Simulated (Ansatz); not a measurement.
One change: `O[SiH](Cl)[SiH2][SiH3]` becomes `O[SiH](Cl)[O][GeH3]`.

Ansatz, PBE0-D4/def2-TZVP geometries, multiplicity 1. Each molecule was computed in one conformer, which needn't be the lowest.

Scalar relativity is left out up to krypton.

| property | `O[SiH](Cl)[SiH2][SiH3]` |
| --- | --- |
| HOMO–LUMO gap (PBE/def2-TZVPP) / eV | 5.26 |
| LUMO energy (PBE0/def2-TZVPP) / eV | -0.62 |
| HOMO energy (B3LYP/def2-TZVPP) / eV | -7.66 |
| LUMO energy (PBE/def2-TZVPP) / eV | -1.44 |
| LUMO energy (ωB97M-V/def2-TZVPP) / eV | 1.08 |
| HOMO–LUMO gap (B3LYP/def2-TZVPP) / eV | 6.87 |

(1) What does the change do to each property? (Best estimate.)

Results:

(1) Ansatz gave: 
```
                             property  `O[SiH](Cl)[O][GeH3]`  shift
  HOMO–LUMO gap (PBE/def2-TZVPP) / eV                   6.55   1.29
   LUMO energy (PBE0/def2-TZVPP) / eV                   0.03   0.65
  HOMO energy (B3LYP/def2-TZVPP) / eV                  -8.63  -0.97
    LUMO energy (PBE/def2-TZVPP) / eV                  -0.87   0.57
LUMO energy (ωB97M-V/def2-TZVPP) / eV                   1.83   0.75
HOMO–LUMO gap (B3LYP/def2-TZVPP) / eV                   8.42   1.55
```

With PBE0 the HOMO falls by 1.03 eV and the LUMO rises by 0.65 eV, so the gap widens by about 1.68 eV. PBE moves the HOMO by -0.72 eV and ωB97M-V by -1.32 eV.

Positive LUMOs are unbound, so they and the gaps depend on the basis.

B3LYP here is the variant with VWN-RPA as its local correlation; programs differ in this.
